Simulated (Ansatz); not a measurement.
Consider the redistribution: `C[O][Ge][SH]` + `[F][GeH2][F]` → `[SH][GeH]` + `C[O][GeH]([F])[F]`.

Program: Ansatz. Geometries: PBE0-D4/def2-TZVP. ΔE: electronic, gas phase. CBS: MP2 limit from def2 TZ/QZ plus the TZ coupled-cluster correction, frozen cores. DFT in def2-TZVPP. For Ge outer-core shells are correlated without core-valence functions, which leaves a few kJ/mol of doubt a bond. Scalar relativity is left out up to krypton. Each species was taken in one conformer, which may not be the lowest.

`C[O][Ge][SH]`:

```xyz
8

C     0.680   -0.626    0.433
O    -0.092    0.241    1.221
Ge   -1.338    1.432    0.779
S    -1.439    1.257   -1.480
H     0.054   -1.332   -0.126
H     1.308   -0.077   -0.278
H     1.334   -1.200    1.093
H    -0.507    0.305   -1.642
```

`[F][GeH2][F]`:

```xyz
5

F    -1.517    0.403   -0.538
Ge    0.062   -0.082   -0.042
F     0.470    0.984    1.250
H     1.022    0.191   -1.198
H    -0.038   -1.496    0.528
```

`[SH][GeH]`:

```xyz
4

S    -1.001   -0.324    0.767
Ge    1.125    0.330    0.686
H    -1.282   -0.382   -0.545
H     1.158    0.376   -0.908
```

`C[O][GeH]([F])[F]`:

Z-matrix (Å, degrees):
```
C
O 1 1.421
H 1 1.094 2 111.4
H 1 1.091 2 107.2 3 -118.9
H 1 1.094 2 111.4 3 122.1
Ge 2 1.737 1 120.9 3 -61.0
F 6 1.722 2 109.2 1 -56.1
F 6 1.722 2 109.2 1 56.4
H 6 1.517 2 111.7 1 -179.8
```

**Question.** Is it downhill or uphill in electronic energy at CCSD(T)/CBS, and by how much? (Estimate.)

**Answer.** Ansatz gave: Uphill: ΔE = +8.8 kcal/mol.

**Question.** What do these levels give: revPBE-D4, B97M-V, BHLYP-D4, B2PLYP, revPBE, CAM-B3LYP, LC-ωPBE, MP2/def2-TZVPP, HF/def2-QZVPP, MP2/def2-QZVPP, HF/CBS(def2), CCSD/CBS(def2)? (An estimate is asked.)

**Answer.** The calculation gave: revPBE-D4 11.3, B97M-V 9.3, BHLYP-D4 8.5, B2PLYP 9.5, revPBE 10.3, CAM-B3LYP 9.3, LC-ωPBE 8.7, MP2/def2-TZVPP 9.3, HF/def2-QZVPP 4.8, MP2/def2-QZVPP 9.9, HF/CBS(def2) 4.8, CCSD/CBS(def2) 8.0 kcal/mol.

Largest T1 diagnostic among the species: 0.015.

Leaving LDA and LC-ωPBE aside and taking each functional with its dispersion term where it has one, the values, not all of them listed here, spread over 3.7 kcal/mol, from PBE-QIDH to BLYP-D4. LDA lies +0.8 kcal/mol from PBE without D4. From PBE to PBE0 (25 % exact exchange), in def2-TZVPP and without D4, ΔE moves by −1.8 kcal/mol.
